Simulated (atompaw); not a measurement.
# Cutoff test, oxygen (O), PAW (atompaw)

oxygen (O), PAW, made with atompaw 4.2.0.5 (LDA (PW92), scalar-relativistic). Core [He], reference 2s2 2p4. Waves: 2s (bound): rc 0.80 bohr; 2s channel at -1.1 Ry: rc 0.80 bohr; 2p (bound): rc 1.55 bohr; 2p channel at 1.25 Ry: rc 1.55 bohr; 3d channel at -0.2 Ry: rc 1.55 bohr. Local part: vpsmatchnc scheme with l = 3 at 0 Ry, radius 1.40 bohr. Core correction: smooth core density matched at 0.62 bohr. Augmentation charge: besselshape compensation charge, radius 1.30 bohr; PAW radius 1.55 bohr; waves and projectors: custom polynom gramschmidtortho.

The pseudo-atom Hamiltonian at the reference potential is diagonalised in spherical Bessel functions j_l(qr) that vanish at 20 bohr, with q² up to the cutoff. All-electron valence levels (Ry): 2s -1.7459, 2p -0.6760.

Q: How do the lowest levels (Ry) of each channel move with the cutoff, and are there ghosts?

A:

```csv
cutoff (Ry),s #1,p #1,p #2,d #1,d #2,f #1,f #2,Σ f·Δε (mRy)
8,-1.6096,-0.1722,0.0477,0.0794,0.1897,0.1205,0.2633,2287.7
18,-1.6344,-0.6232,0.0414,0.0794,0.1897,0.1205,0.2633,433.8
30,-1.6708,-0.6752,0.0410,0.0794,0.1897,0.1205,0.2633,153.4
50,-1.7292,-0.6758,0.0410,0.0794,0.1897,0.1205,0.2633,34.1
70,-1.7433,-0.6760,0.0410,0.0794,0.1897,0.1205,0.2633,5.3
110,-1.7456,-0.6760,0.0410,0.0794,0.1897,0.1205,0.2633,0.5
400,-1.7458,-0.6760,0.0410,0.0794,0.1897,0.1205,0.2633,0.0
```

Result: no extra level below or beside the all-electron valence levels (s, p, d, f tested); 10 mRy is reached at 70 Ry and 1 mRy at 90 Ry.
